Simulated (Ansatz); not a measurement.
```yaml
crystal:
  periodic: [false, false, false]
  atoms:
    - {symbol: C, position_ang: [-0.867851, -0.274914, 0.843304]}
    - {symbol: Sn, position_ang: [0.616081, 0.176910, -0.591627]}
    - {symbol: Cl, position_ang: [2.491729, -1.147107, -0.345052]}
    - {symbol: Cl, position_ang: [-0.141471, -0.135826, -2.750355]}
    - {symbol: Cl, position_ang: [1.324089, 2.369859, -0.444740]}
    - {symbol: H, position_ang: [-0.445139, -0.075457, 2.135651]}
    - {symbol: H, position_ang: [-0.445139, -0.125457, 1.835651]}
    - {symbol: H, position_ang: [-1.714285, 0.391839, 0.685985]}
basis:
  gaussian: {orbitals: def2-mTZVP}
hamiltonian: {xc: {name: rPW86-PBE}}
output: {forces: true}
```

```sh
$ ansatz run in.yaml --threads 4 --pin off --events-out ev --progress --plain --max-ram 10444MiB
```

Output, abridged:

```
Functional definition: rPW86-PBE
1380 factors; their error is unknown
mean field evaluation 1: about -44501.5594 eV, gradient 5.7e1 eV
mean field evaluation 2: about -44458.9478 eV, gradient 1.0e2 eV
mean field evaluation 4: about -44509.7330 eV, gradient 1.2e1 eV
mean field evaluation 8: about -44510.0945 eV, gradient 2.7e-1 eV
mean field evaluation 16: about -44510.0627 eV, gradient 2.4e-3 eV
mean field -44510.06269429 eV, -1635.7146340111 hartree, gradient 3.2e-5 eV, S^2 0.000000; 0 other end points of the search recorded, 0 dependent functions left out
reference -44510.06281774 eV, -1635.7146385479 hartree; 41, 41 occupied and 89, 89 virtual orbitals, 1380 factors
Total energy: -44510.06281774 eV, -1635.7146385479 hartree
Atom 0 at    -0.867851    -0.274914     0.843304 Å, force    -2.029720    -1.962666    -4.391819 eV/Å
Atom 1 at     0.616081     0.176910    -0.591627 Å, force    -0.169042    -0.143166     0.631600 eV/Å
Atom 2 at     2.491729    -1.147107    -0.345052 Å, force     0.734605    -0.541848     0.127656 eV/Å
Atom 3 at    -0.141471    -0.135826    -2.750355 Å, force    -0.409736    -0.164336    -0.669893 eV/Å
Atom 4 at     1.324089     2.369859    -0.444740 Å, force     0.524886     1.274940    -0.022971 eV/Å
Atom 5 at    -0.445139    -0.075457     2.135651 Å, force    -0.441561    19.375374   109.872394 eV/Å
Atom 6 at    -0.445139    -0.125457     1.835651 Å, force     1.807218   -18.237848  -106.544691 eV/Å
Atom 7 at    -1.714285     0.391839     0.685985 Å, force    -0.016650     0.399549     0.997725 eV/Å
Dipole moment:    -0.388800     0.094610     0.700178 e Å
```

Question: Something in this input is off. What?

Answer: One atom was put on top of another. Self-consistency was reached. The result belongs to that input, not to the molecule as meant.
